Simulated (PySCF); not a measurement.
CdCl, neutral, multiplicity 2. Atoms are numbered in the order given.

```xyz
2

Cd     0.0000     0.0000    -0.6176
Cl     0.0000     0.0000     1.7437
```
Charge 0, spin multiplicity 2.

Geometry optimised at r2SCAN-D4/def2-TZVPD. The spin state was assumed, not searched. The def2 effective core potentials stand for the cores of Cd; spin–orbit coupling is left out.

These are PySCF with ωB97X/def2-TZVPD values and carry that method's errors.

Mulliken values depend strongly on the basis, most of all with diffuse functions as here. ESP charges are fitted to the potential on shells at 1.4 to 2.0 van der Waals radii. Atomic charges (e):

| atom | Mulliken | ESP fit | Mulliken spin |
|---|---|---|---|
| Cd1 | 0.47 | (withheld) | 0.82 |
| Cl2 | -0.47 | (withheld) | 0.18 |

Question: Fill in the missing entries. (The exact figures need the calculation; the answer reports its results.)

Answer: 
- Cd1, ESP fit: 0.38
- Cl2, ESP fit: -0.38
